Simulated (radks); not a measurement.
Q: Coherent X-ray form factor from a spherical all-electron density. Method: scalar-relativistic Kohn-Sham, LB94 model potential, spin-polarised, spherical densities, finite nucleus; Fermi nuclear charge, rms radius of each element as measured or else 0.836 A^(1/3) + 0.57 fm; computed with a radial shooting solver on a logarithmic mesh with Libxc functionals.

| sin(theta)/lambda (1/angstrom) | f0 (electrons) |
|---|---|
| 0.05 | 31.950 |
| 0.1 | 31.801 |
| 0.15 | 31.555 |
| 0.2 | 31.218 |
| 0.25 | 30.796 |
| 0.3 | 30.296 |
| 0.4 | 29.097 |
| 0.5 | 27.699 |
| 0.6 | 26.178 |
| 0.8 | 23.040 |
| 1 | 20.080 |
| 1.25 | 16.860 |
| 1.5 | 14.162 |
| 2 | 10.032 |

The species is in the configuration that NIST lists as its ground one. Which atom or ion scatters so?

A: The neodymium ion Nd28+, [Ar] 3d10 4s2 4p2. Extrapolating in s^2 from the first two rows gives f0(0) = 32.0, near the electron count 32; among species with that count, the fall with angle is slower the higher Z, and the table is that of Z = 60; from so few rows the species is fixed only to a neighbour or two.
